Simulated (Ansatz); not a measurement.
Relaxation of CH₇AlB₂Se (12 atoms, charge 0, multiplicity 1), to a largest force component of 0.02 eV/Å in at most 50 steps.

Computed with RKS B3LYP-D4/def2-SVP in Ansatz.

```xyz
12
Properties=species:S:1:pos:R:3
B -2.219 -0.157 0.735
B -1.779 -0.355 -0.840
Al -0.002 0.413 -1.495
Se 1.479 1.668 0.048
C 2.212 0.029 0.749
H -2.762 -0.031 -0.295
H -1.561 0.499 1.477
H -2.412 -0.956 -1.590
H 0.543 0.147 -2.926
H 2.943 0.312 1.578
H 2.726 -0.513 -0.020
H 1.444 -0.603 1.227
```

Where does it end, and by what steps?

The run converged. The force dipped under the threshold on the way, but the program's further checks kept it going. After 34 steps the energy has fallen by 3.254 eV; H9 moved furthest, 1.78 Å. Joined: B1–Al3.

```
step  energy less start (eV)  largest force component (eV/Å)  accepted
   0                  0.0000                           4.889       yes
   2                 -2.4998                           1.024       yes
   4                 -2.7834                           0.492       yes
   6                 -2.8524                           0.384       yes
   8                 -2.9004                           0.096       yes
  10                 -2.9285                           0.209       yes
  12                 -3.0154                           0.458       yes
  14                 -3.1270                           0.343       yes
  16                 -3.2313                           0.160       yes
  18                 -3.2456                           0.134       yes
  20                 -3.2504                           0.050       yes
  22                 -3.2516                           0.029       yes
  24                 -3.2522                           0.144        no
  26                 -3.2520                           0.183        no
  28                 -3.2536                           0.049       yes
  30                 -3.2540                           0.027       yes
  32                 -3.2542                           0.031       yes
  34                 -3.2542                           0.006       yes
```

```xyz
12
Properties=species:S:1:pos:R:3
B -2.464 -0.224 0.189
B -2.396 -0.180 -1.285
Al -0.276 -0.191 -0.597
Se 0.903 0.841 1.107
C 2.746 0.240 0.676
H -2.800 0.872 -0.539
H -2.466 -0.123 1.372
H -2.445 -0.133 -2.472
H 0.562 -1.059 -1.622
H 3.383 1.130 0.596
H 2.764 -0.317 -0.269
H 3.102 -0.401 1.493
```

Whether the end is a true minimum wasn't checked by a vibrational analysis.

Time of the run: 2.7 min on 2 threads of Arm Neoverse V1, on a shared host, peak memory 0.34 GiB.
